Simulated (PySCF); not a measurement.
Atom-mapped SMILES (the numbers label the heavy atoms): `[CH2:1]=[C:2]([CH3:3])[C:4]([CH3:5])([CH3:6])[CH2:7][CH3:8]`; H(Xn) means a hydrogen on atom n. Ha(C1) is cis to C3; Hb(C1) is trans to C3.

GIAO PBE0/pcSseg-1 shifts (PySCF 2.14.0 with density-fitted response routines, gas phase, non-relativistic, equivalent atoms averaged), each against references optimised in the same way as the molecule (TMS).

On the GFN2-xTB geometry: C2 161.0, C1 117.6, C4 41.3, C7 36.5, C5/C6 29.8, C3 22.5, C8 11.1, Ha(C1) 5.21, Hb(C1) 4.95, H(C3) 1.82, H(C7) 1.35, H(C5)/H(C6) 1.09, H(C8) 0.80 ppm.

Task: What changes on the PBE0-D3(BJ)/def2-SVP geometry?

Result: 
```
      atoms  δ (ppm)  change
         C2    160.9    -0.1
         C1    119.2    +1.6
         C4     39.7    -1.6
         C7     35.8    -0.7
      C5/C6     29.1    -0.7
         C3     21.5    -1.0
         C8     10.5    -0.6
     Ha(C1)     5.17   -0.04
     Hb(C1)     4.99   +0.04
      H(C3)     1.75   -0.07
      H(C7)     1.20   -0.15
H(C5)/H(C6)     1.02   -0.07
      H(C8)     0.73   -0.07
```

Bonds between heavy atoms that differ most (equivalent bonds averaged): C1–C2 1.324 → 1.339 Å, C2–C4 1.521 → 1.529 Å, C7–C8 1.524 → 1.520 Å, C4–C7 1.543 → 1.546 Å, C4–C5 1.535 → 1.533 Å. Mean change of bonds to hydrogen: C–H +0.013 Å.
